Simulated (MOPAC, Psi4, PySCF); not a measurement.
Intermolecular potential of HCl ··· BF3 (SMILES Cl and FB(F)F), singlet. Monomers: optimised at B3LYP-D3(BJ) (def2-TZVP), held rigid. Orientation: lowest of the rigid-body minima from ten starts at GFN2-xTB (searched outside a hard wall at short contacts). R is the distance of the centres of mass, along which the second monomer moves. The shortest distances reach bonding range, where SAPT0 and rigid monomers are unreliable. The table gives interaction energies.

```tsv
R / Å	A	B	C
2.18	43.83	-19.05	101.94
2.31	15.92	-43.19	62.38
2.57	-10.28	-44.34	19.15
2.74	-15.73	-31.63	5.94
2.95	-16.52	-16.87	-1.95
3.16	-14.37	-7.72	-4.91
3.45	-10.25	-2.37	-5.47
3.75	-6.65	-0.98	-4.59
4.22	-3.26	-0.78	-2.95
4.95	-1.15	-0.63	-1.39
5.95	-0.37	-0.35	-0.57
7.21	-0.14	-0.16	-0.23
```

Energies in kJ/mol.

Which curve belongs to which method? The methods are DF-MP2/aug-cc-pVDZ, frozen core, counterpoise-corrected (Psi4); MOPAC 23.2.5 with PM3, restricted, heats of formation; restricted LDA (SVWN5)/6-31G*, spherical d, no counterpoise correction (PySCF).

A is RKS-LDA (SVWN5)/6-31G*; B is PM3; C is MP2/aug-cc-pVDZ.
